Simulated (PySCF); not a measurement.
Does the answer move with the share of exact exchange?

Compound: C2H7BClP.
SMILES: `C=C[B@@H-]([PH3+])Cl`

Torsions of this conformer, `[CH2:1]=[CH:2][B@@H-:3]([PH3+:4])[Cl:5]`: C1–C2–B3–P4 6°.

PySCF, pcSseg-2 basis, density fitting, gas phase, PBE0-D3(BJ)/def2-SVP geometry. One functional is left out:

| functional | exact exchange (%) | HOMO energy (eV) | LUMO energy (eV) | dipole moment (D) |
| --- | --- | --- | --- | --- |
| B97-D | 0 | -6.17 | -1.08 | 4.518 |
| BLYP | 0 | -6.07 | -1.06 | 4.450 |
| BP86 | 0 | -6.32 | -1.26 | 4.492 |
| LDA | 0 | -6.36 | -1.38 | 4.521 |
| OPBE | 0 | -6.18 | -1.10 | 4.518 |
| PBE | 0 | -6.22 | -1.19 | 4.471 |
| B3LYP | 20 | -7.12 | -0.48 | 4.659 |
| B97-2 | 21 | -7.09 | -0.29 | 4.708 |
| mPW1PW91 | 25 | -7.36 | -0.26 | 4.720 |
| BHandHLYP | 50 | -8.30 | 0.47 | 4.885 |

Problem. Predict the row of PBE0 (25 % exact exchange) by straight lines through the other rows, and check it.

Solution. 
```csv
property,line,computed,computed − line,"mPW1PW91 (25 %), for comparison"
HOMO energy (eV),-7.29,-7.34,-0.05,-7.36
LUMO energy (eV),-0.30,-0.25,+0.05,-0.26
dipole moment (D),4.703,4.719,+0.016,4.720
```
